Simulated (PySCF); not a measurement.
# Spinor energies of Cd⁺ (cadmium, charge +1)

Start: [Kr] 4d10 5s1; 5s1/2 filled at m_j = +1/2. Calculated with PySCF 2.14 in x2c-QZVPPall-2c: generalised Hartree-Fock with the X2C-1e Hamiltonian and a Gaussian nucleus; one run each with spin-orbit coupling (SO) switched off, then screened by Boettger's factors.

| spinor shell | electrons | ε, spin-free (eV) | ε, screened SO (eV) | weight of nominal j (screened SO) | rms radius, screened SO (bohr) |
| --- | --- | --- | --- | --- | --- |
| 1s1/2 | 2 | -26856.0 | -26854.1 | 1.000 | 0.0348 |
| 2s1/2 | 2 | -4083.0 | -4082.4 | 1.000 | 0.142 |
| 2p1/2 | 2 | -3657.4 | -3790.8 | 1.000 | 0.124 |
| 2p3/2 | 4 | -3657.4 | -3596.2 | 1.000 | 0.128 |
| 3s1/2 | 2 | -806.08 | -805.93 | 1.000 | 0.381 |
| 3p1/2 | 2 | -662.94 | -687.57 | 1.000 | 0.375 |
| 3p3/2 | 4 | -662.94 | -651.58 | 1.000 | 0.386 |
| 3d3/2 | 4 | -439.67 | -443.92 | 1.000 | 0.362 |
| 3d5/2 | 6 | -439.67 | -436.71 | 1.000 | 0.365 |
| 4s1/2 | 2 | -137.60 | -137.58 | 1.000 | 0.943 |
| 4p1/2 | 2 | -93.350 | -97.585 | 1.000 | 1.01 |
| 4p3/2 | 4 | -93.350 | -91.408 | 1.000 | 1.04 |
| 4d3/2 | 4 | -28.157 | -28.656 | 0.993 | 1.36 |
| 4d5/2 | 6 | -28.157 | -27.823 | 0.995 | 1.38 |
| 5s1/2 | 1 | -15.719 | -15.721 | 1.000 | 2.96 |

| quantity | spin-free | screened SO |
| --- | --- | --- |
| E (hartree) | -5590.57376 | -5591.70457 |
| M_J | 1/2 | 1/2 |
| ⟨J²⟩ | 0.751 | 0.751 |
| ⟨L²⟩ | 0.000 | 0.016 |
| ⟨S²⟩ | 0.751 | 0.767 |

Breit and QED terms are absent; they matter most for the inner s and p1/2 levels.

Densities and radii are taken from the X2C orbitals without a picture-change correction, which distorts them close to the nucleus.

Without spin-orbit coupling the j labels of p, d and f shells carry no meaning; the spin-free column gives the mean over the occupied spinors of each nl shell.
